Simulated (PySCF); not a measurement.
## A parent and its derivatives

Theory: PySCF, TDDFT CAM-B3LYP/def2-SVPD, vertical, gas phase, core orbitals frozen in the response. Geometries: GFN2-xTB; one conformer of each isolated species. Triplets are in the Tamm–Dancoff approximation.

Parent: `N#C[SiH2][SiH2]C(Cl)Cl`, with lowest singlet excitation energy 6.42 eV, HOMO–LUMO gap 9.63 eV, lowest triplet energy 5.84 eV, mean static polarisability 107.0 au, LUMO energy -0.29 eV. Its spectrum: 193 nm (f 0.008); 180 nm (f 0.009); 179 nm (f 0.003); 176 nm (f 0.009); 174 nm (f 0.004).

Task: Order the derivatives by their lowest singlet excitation, lowest first, with the shift from the parent.
A. Si replaced by C: `N#CC[SiH2]C(Cl)Cl`
B. SiH2 inserted into a Si-Si bond: `N#C[SiH2][SiH2][SiH2]C(Cl)Cl`
C. CH2 inserted into a Si-C bond: `N#C[SiH2][SiH2]CC(Cl)Cl`
D. H on Si replaced by ethynyl: `C#C[Si@H](C#N)[SiH2]C(Cl)Cl`
E. C replaced by Si: `N#C[SiH2][SiH2][SiH](Cl)Cl`

Result: D (shift -0.53 eV), B (shift -0.14 eV), E (shift -0.01 eV), A (shift +0.13 eV), C (shift +0.48 eV).

```
                         change                        SMILES  Δ S1 (eV)  Δ gap (eV)  Δ T1 (eV)  Δ α (au)  Δ LUMO (eV)
               C replaced by Si    N#C[SiH2][SiH2][SiH](Cl)Cl      -0.01       -0.13      -0.21     +15.4        -0.17
    H on Si replaced by ethynyl   C#C[Si@H](C#N)[SiH2]C(Cl)Cl      -0.53       -0.25      -0.87     +20.4        -0.21
SiH2 inserted into a Si-Si bond  N#C[SiH2][SiH2][SiH2]C(Cl)Cl      -0.14       -0.44      -0.21     +29.4        -0.11
  CH2 inserted into a Si-C bond       N#C[SiH2][SiH2]CC(Cl)Cl      +0.48       +0.59      +0.06     +12.6        +0.31
               Si replaced by C             N#CC[SiH2]C(Cl)Cl      +0.13       +0.67      +0.09     -15.9        +0.73
```

S1 falls most with H on Si replaced by ethynyl (-0.53 eV), and it rises most with CH2 inserted into a Si-C bond (+0.48 eV). S1 is simply the lowest singlet of each species and needn't be the same kind of state throughout. Over these 5 changes the shifts of S1 and of the HOMO–LUMO gap correlate with r = 0.77.
